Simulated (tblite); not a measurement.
Parent: `[SiH3:1][c:2]1[cH:3][cH:4][c:5]([Cl:6])[cH:7][n:8]1`, C5H6ClNSi.

Structures optimised with GFN2-xTB, isolated species. One conformer each, not checked by frequencies here.

| coordinate of the parent | value |
| --- | --- |
| Si1–C2 | 1.894 Å |
| C2–C3 | 1.392 Å |
| C3–C4 | 1.384 Å |
| C4–C5 | 1.387 Å |
| C5–Cl6 | 1.727 Å |
| C5–C7 | 1.390 Å |
| C7–N8 | 1.316 Å |
| C2–N8 | 1.331 Å |
| Si1–C2–C3 | 124.4° |
| Si1–C2–N8 | 114.5° |
| C3–C2–N8 | 121.1° |
| C2–C3–C4 | 119.7° |
| C3–C4–C5 | 118.0° |
| C4–C5–Cl6 | 120.5° |
| C4–C5–C7 | 118.9° |
| Cl6–C5–C7 | 120.6° |
| C5–C7–N8 | 122.4° |
| C2–N8–C7 | 119.9° |

Question: How does the shared frame change in `[CH3:1][SiH2:2][c:3]1[cH:4][cH:5][c:6]([Cl:7])[cH:8][n:9]1` with C1–Si2–C3–C4 170°, C6H8ClNSi? Atoms pair as Si1 = Si2, C2 = C3, C3 = C4, C4 = C5, C5 = C6, Cl6 = Cl7, C7 = C8, N8 = N9 (parent first).

Answer: 
| parent | relative | value in the relative | change |
| --- | --- | --- | --- |
| Si1–C2 | Si2–C3 | 1.898 Å | +0.004 |
| C2–C3 | C3–C4 | 1.392 Å | 0.000 |
| C3–C4 | C4–C5 | 1.383 Å | -0.001 |
| C4–C5 | C5–C6 | 1.387 Å | 0.000 |
| C5–Cl6 | C6–Cl7 | 1.727 Å | 0.000 |
| C5–C7 | C6–C8 | 1.389 Å | -0.001 |
| C7–N8 | C8–N9 | 1.316 Å | 0.000 |
| C2–N8 | C3–N9 | 1.331 Å | 0.000 |
| Si1–C2–C3 | Si2–C3–C4 | 123.3° | -1.1 |
| Si1–C2–N8 | Si2–C3–N9 | 115.7° | +1.2 |
| C3–C2–N8 | C4–C3–N9 | 121.0° | -0.1 |
| C2–C3–C4 | C3–C4–C5 | 119.8° | +0.1 |
| C3–C4–C5 | C4–C5–C6 | 118.0° | 0.0 |
| C4–C5–Cl6 | C5–C6–Cl7 | 120.6° | +0.1 |
| C4–C5–C7 | C5–C6–C8 | 118.8° | -0.1 |
| Cl6–C5–C7 | Cl7–C6–C8 | 120.6° | 0.0 |
| C5–C7–N8 | C6–C8–N9 | 122.4° | 0.0 |
| C2–N8–C7 | C3–N9–C8 | 120.0° | +0.1 |

Of the parent's bonds, Si1–C2 changes most (+0.004 Å). Bonds of the relative outside the shared frame: C1–Si2 1.890 Å.

All values are computed, not measured.
